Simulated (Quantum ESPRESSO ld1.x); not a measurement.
Tb2+, configuration [Xe] 4f9. Method: scalar-relativistic Kohn-Sham, relativistic LDA (MacDonald-Vosko exchange, VWN5 correlation), spin-unpolarised, spherical densities, point nucleus; computed with ld1.x of Quantum ESPRESSO 7.5. Some entries of the table are withheld. Estimate them.

orbital,occ.,eigenvalue (hartree),r(max) (bohr),<r> (bohr)
1s,2,-1894.19,0.01370,0.02159
2s,2,-314.824,0.07779,0.09181
2p,6,-280.253,0.06295,0.08108
3s,2,(1),0.2205,0.2402
3p,6,-59.5398,0.2163,0.2386
3d,10,-45.5266,0.1765,0.2168
4s,2,-14.2926,0.5058,0.5429
4p,6,-10.7616,0.5277,0.5748
4d,10,-5.89868,0.5471,0.6247
5s,2,-2.25825,1.183,1.327
5p,6,-1.42737,1.349,1.563
4f,9,-0.63383,(2),0.8904

Answer. 
(1) 3s eigenvalue (hartree): -70.2354
(2) 4f r(max) (bohr): 0.5545
